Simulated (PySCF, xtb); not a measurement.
In(Cl) cation (ClIn), SMILES [Cl][In] (connectivity only; charge and spin as stated), charge +1, multiplicity 2.

Harmonic wavenumbers (cm⁻¹) from xtb with GFN2-xTB at its own minimum, in rising order: 129.

**Question.** What does PySCF with B3LYP-D3(BJ)/def2-TZVP give at its own minimum? (Estimate from the structure and the level; the computed values follow.)

**Answer.** 293. Paired by order, the mean absolute difference is 163 cm⁻¹ and the zero-point energies are 0.2 and 0.4 kcal/mol.
